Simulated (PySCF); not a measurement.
# Diatomic anions of B with group 14

PBE0 with double-zeta basis sets in PySCF, for the lowest determinant that a PBE0 search found; no spin–orbit coupling. De refers to high-spin ground-configuration atoms (the charge goes to the atom of lower measured ionisation energy or higher electron affinity, which is not always the lowest computed limit). A positive dipole points towards B; it is taken about the centre of mass and depends on that origin.

| M | basis | charged atom | state (unpaired electrons) | Re (Å) | ωe (cm⁻¹) | De (eV) | μ (D) |
| --- | --- | --- | --- | --- | --- | --- | --- |
| C | aug-cc-pVDZ | C− | triplet (σ ↑, π ↑) | 1.438 | 1347 | 5.17 | 0.56 |
| Si | aug-cc-pV(D+d)Z/aug-cc-pVDZ | Si− | triplet (σ ↑, π ↑) | 1.870 | 818 | 3.59 | -1.43 |
| Ge | def2-SVPD | Ge− | triplet (σ ↑, π ↑) | 1.914 | 733 | n/a | -3.18 |
| Sn | aug-cc-pVDZ-PP/aug-cc-pVDZ | Sn− | triplet (σ ↑, π ↑) | 2.132 | 595 | 2.69 | -3.91 |
| Pb | aug-cc-pVDZ/aug-cc-pVDZ-PP | Pb− | triplet (σ ↑, π ↑) | 2.199 | 544 | 2.46 | -4.72 |

The shortest bond is that of BC⁻ (1.438 Å), the longest that of BPb⁻ (2.199 Å).

The rows differ in basis set, which adds steps of its own.

Down a group the atoms grow and get heavier, so bonds lengthen and wavenumbers fall; this series shows no clear exception.

Spin–orbit coupling is left out, which matters for elements this heavy, above all for dissociation energies. For an ion De counts to the pair picked by the measured ionisation energies or electron affinities, which need not be the lowest pair at this level. The highest Kohn–Sham level is positive in some of these anions. Much of that is self-interaction error, but it also means that the finite basis helps to hold the extra electron. States were picked by a PBE0 search and need not be the measured ground states.
